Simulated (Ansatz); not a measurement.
`C[CH2][Cd][Cl]` + CH₃OH → `C[O][Cd][Cl]` + `CC` at 500 K and 1 bar (ligand exchange at a Cd–C bond).

Program: Ansatz. Geometries: PBE0-D4/def2-TZVP. ΔE: electronic, gas phase. CCSD(T)/CBS is the MP2 limit (def2-TZVPP, def2-QZVPP) plus CCSD(T) − MP2 in def2-TZVPP, frozen cores. This one scheme is used for every species. def2 core potentials past Kr. For Cd outer-core shells are correlated without core-valence functions, which leaves a few kJ/mol of doubt a bond. Each species was taken in one conformer, which may not be the lowest.

| species | CCSD(T)/CBS energy (Eh) | H − E (kJ/mol) | S (J/(mol·K)) |
| --- | --- | --- | --- |
| `C[CH2][Cd][Cl]` | -706.64948 | 212.2 | 395.8 |
| CH₃OH | -115.61712 | 157.0 | 265.4 |
| `C[O][Cd][Cl]` | -742.55216 | 146.9 | 387.5 |
| `CC` | -79.71954 | 220.5 | 259.9 |

H − E and S are ideal-gas, rigid-rotor, harmonic terms from PBE0-D4/def2-TZVP, for one conformer and one mirror image of each species. 1 Eh = 2625.50 kJ/mol, R = 8.31446 J/(mol·K).

Problem. By hand: ΔE, ΔH, ΔS and ΔG.

Solution. ΔE = (-742.55216) + (-79.71954) − (-706.64948) − (-115.61712) = -0.00510 Eh = -13.4 kJ/mol. Δ(H − E) = 146.9 + 220.5 − 212.2 − 157.0 = -1.8, so ΔH = -15.2 kJ/mol. ΔS = 387.5 + 259.9 − 395.8 − 265.4 = -13.8 J/(mol·K). ΔG = -15.2 − 500 × (-13.8)/1000 = -8.3 kJ/mol.

Problem. By hand: the equilibrium constant, and the temperature at which ΔG would vanish if ΔH and ΔS stayed fixed.

Solution. log₁₀ K = −ΔG/(RT ln 10) = 0.9. ΔG = 0 at ΔH/ΔS = 1101 K, though so small a ΔS makes that figure unsure.

TΔS isn't small against ΔH here. A doubt of 5 kJ/mol in ΔE shifts log₁₀ K by 0.5 here. Other conformers and mirror images would add mixing entropy, several J/(mol·K) or more a flexible species. These are equilibria of isolated gas molecules and say nothing of rates. Largest T1 diagnostic: 0.016 (customary marks: 0.02 for closed shells, 0.045 for open ones).
